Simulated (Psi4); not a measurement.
C3H10AlClSi, singlet, geometry from GFN2-xTB (such geometries of metal compounds can be far from the true shape), atoms displaced at random by about 0.03 Å a coordinate; HF/STO-3G, gradient (Psi4).

Input for Psi4:
```
memory 2 GB

molecule {
0 1
Al    0.76932840   -0.84199409    0.82837229
Cl   -0.16370933   -1.64332588    2.40200000
H     2.31043118   -1.10911508    0.88695715
Si   -0.04231676    0.62364779   -0.97186494
C     1.37307554    1.42970100   -1.89474240
C    -1.09291273    2.09352706   -0.15686966
C    -1.22339886   -0.26151458   -2.15274784
H     0.98572745    1.99175540   -2.81350705
H     1.98121422    2.04191635   -1.29853177
H     2.02842117    0.62193210   -2.32758109
H    -0.51051903    2.78226976    0.43782313
H    -1.86659341    1.70913313    0.48701283
H    -1.55206932    2.67596052   -0.91814778
H    -2.01188397   -0.76335686   -1.64173170
H    -0.66757960   -1.02409872   -2.69398160
H    -1.66736356    0.39239834   -2.90298203
symmetry c1
no_reorient
no_com
}

set {
  basis sto-3g
}

gradient('scf')
print_variables()
```

It wrote (shortened):

```
gradient() will perform analytic gradient computation.

   => Loading Basis Set <=

    Name: STO-3G
    Role: ORBITAL
    Keyword: BASIS

         ---------------------------------------------------------
                                   SCF
               by Justin Turney, Rob Parrish, Andy Simmonett
                          and Daniel G. A. Smith
                              RHF Reference
         ---------------------------------------------------------

  ==> Geometry <==

    Molecular point group: c1
    Full point group: C1

    Geometry (in Angstrom), charge = 0, multiplicity = 1:

       Center              X                  Y                   Z               Mass
    ------------   -----------------  -----------------  -----------------  -----------------
         AL           0.769328400000    -0.841994090000     0.828372290000    26.981538530000
         CL          -0.163709330000    -1.643325880000     2.402000000000    34.968852682000
         H            2.310431180000    -1.109115080000     0.886957150000     1.007825032230
         SI          -0.042316760000     0.623647790000    -0.971864940000    27.976926534650
         C            1.373075540000     1.429701000000    -1.894742400000    12.000000000000
         C           -1.092912730000     2.093527060000    -0.156869660000    12.000000000000
         C           -1.223398860000    -0.261514580000    -2.152747840000    12.000000000000
         H            0.985727450000     1.991755400000    -2.813507050000     1.007825032230
         H            1.981214220000     2.041916350000    -1.298531770000     1.007825032230
         H            2.028421170000     0.621932100000    -2.327581090000     1.007825032230
         H           -0.510519030000     2.782269760000     0.437823130000     1.007825032230
         H           -1.866593410000     1.709133130000     0.487012830000     1.007825032230
         H           -1.552069320000     2.675960520000    -0.918147780000     1.007825032230
         H           -2.011883970000    -0.763356860000    -1.641731700000     1.007825032230
         H           -0.667579600000    -1.024098720000    -2.693981600000     1.007825032230
         H           -1.667363560000     0.392398340000    -2.902982030000     1.007825032230

  Running in c1 symmetry.

  Rotational constants: A =      0.09287  B =      0.02750  C =      0.02667 [cm^-1]
  Rotational constants: A =   2784.05473  B =    824.42332  C =    799.65121 [MHz]
  Nuclear repulsion =  402.620435303138152

  Charge       = 0
  Multiplicity = 1
  Electrons    = 72
  Nalpha       = 36
  Nbeta        = 36

  ==> Algorithm <==

  SCF Algorithm Type is DF.
  DIIS enabled.
  MOM disabled.
  Fractional occupation disabled.
  Guess Type is SAD.
  Energy threshold   = 1.00e-08
  Density threshold  = 1.00e-08
  Integral threshold = 1.00e-12

  ==> Primary Basis <==

  Basis Set: STO-3G
    Blend: STO-3G
    Number of shells: 34
    Number of basis functions: 52
    Number of Cartesian functions: 52
    Spherical Harmonics?: true
    Max angular momentum: 1

   => Loading Basis Set <=

    Name: (STO-3G AUX)
    Role: JKFIT
    Keyword: DF_BASIS_SCF

  ==> Integral Setup <==

  SCF_SUBTYPE=INCORE selected. In-core MEM_DF algorithm will be used.
  Using in-core AOs.

  ==> MemDFJK: Density-Fitted J/K Matrices <==

    J tasked:                   Yes
    K tasked:                   Yes
    wK tasked:                   No
    Algorithm:                 Core
    Schwarz Cutoff:           1E-12
    Mask sparsity (%):       5.4734
    Fitting Condition:        1E-10

   => Auxiliary Basis Set <=

  Basis Set: (STO-3G AUX)
    Blend: DEF2-UNIVERSAL-JKFIT
    Number of shells: 249
    Number of basis functions: 789
    Number of Cartesian functions: 932
    Spherical Harmonics?: true
    Max angular momentum: 4

  Minimum eigenvalue in the overlap matrix is 2.2436086671E-01.
  Reciprocal condition number of the overlap matrix is 9.4696202148E-02.
[...]
  @DF-RHF Final Energy: -1097.37920345624661
    Total Energy =                      -1097.3792034562466142
[...]

       Center              X                  Y                   Z               Mass
    ------------   -----------------  -----------------  -----------------  -----------------
         AL           0.769328400000    -0.841994090000     0.828372290000    26.981538530000
         CL          -0.163709330000    -1.643325880000     2.402000000000    34.968852682000
         H            2.310431180000    -1.109115080000     0.886957150000     1.007825032230
         SI          -0.042316760000     0.623647790000    -0.971864940000    27.976926534650
         C            1.373075540000     1.429701000000    -1.894742400000    12.000000000000
         C           -1.092912730000     2.093527060000    -0.156869660000    12.000000000000
         C           -1.223398860000    -0.261514580000    -2.152747840000    12.000000000000
         H            0.985727450000     1.991755400000    -2.813507050000     1.007825032230
         H            1.981214220000     2.041916350000    -1.298531770000     1.007825032230
         H            2.028421170000     0.621932100000    -2.327581090000     1.007825032230
         H           -0.510519030000     2.782269760000     0.437823130000     1.007825032230
         H           -1.866593410000     1.709133130000     0.487012830000     1.007825032230
         H           -1.552069320000     2.675960520000    -0.918147780000     1.007825032230
         H           -2.011883970000    -0.763356860000    -1.641731700000     1.007825032230
         H           -0.667579600000    -1.024098720000    -2.693981600000     1.007825032230
         H           -1.667363560000     0.392398340000    -2.902982030000     1.007825032230

  Nuclear repulsion =  402.620435303138152

  ==> Basis Set <==

  Basis Set: STO-3G
    Blend: STO-3G
    Number of shells: 34
    Number of basis functions: 52
    Number of Cartesian functions: 52
    Spherical Harmonics?: true
    Max angular momentum: 1

  ==> DFJKGrad: Density-Fitted SCF Gradients <==

    Gradient:                    1
    J tasked:                  Yes
    K tasked:                  Yes
    wK tasked:                  No
    Integrals threads:           1
    Schwarz Cutoff:          1E-12
    Fitting Condition:       1E-10

   => Auxiliary Basis Set <=

  Basis Set: (STO-3G AUX)
    Blend: DEF2-UNIVERSAL-JKFIT
    Number of shells: 249
    Number of basis functions: 789
    Number of Cartesian functions: 932
    Spherical Harmonics?: true
    Max angular momentum: 4

  -Total Gradient:
     Atom            X                  Y                   Z
    ------   -----------------  -----------------  -----------------
       1       -0.058457494564    -0.040571857758     0.067777555552
       2        0.027359998139     0.016115596425    -0.031574864250
       3        0.038049971043    -0.004201625166     0.001526642325
       4        0.028493292163    -0.012528307639    -0.061773628220
       5        0.017671745102     0.041474918504     0.080717305392
       6       -0.031311806417     0.038264398422     0.008850484771
       7       -0.026726692224    -0.006066869129     0.014180958118
       8       -0.017501840276     0.015362064570    -0.043448199901
       9       -0.015647584812    -0.023611988054    -0.017144156795
      10        0.016081951180    -0.025602269362    -0.014964271223
      11       -0.007403161020     0.002500681594    -0.000985500893
      12        0.005178111662     0.003168452220    -0.000951032307
      13        0.010707072926    -0.008683417060     0.014425409392
      14        0.012690526246     0.004792492049    -0.009930166706
      15        0.003875328151    -0.001515288469     0.000336572380
      16       -0.003059417297     0.001103018865    -0.007043107652

  Variable Map:
  ----------------------------------------------------------------------------
[...]
  Array Variable Map:
  ----------------------------------------------------------------------------
[...]
[...]
```
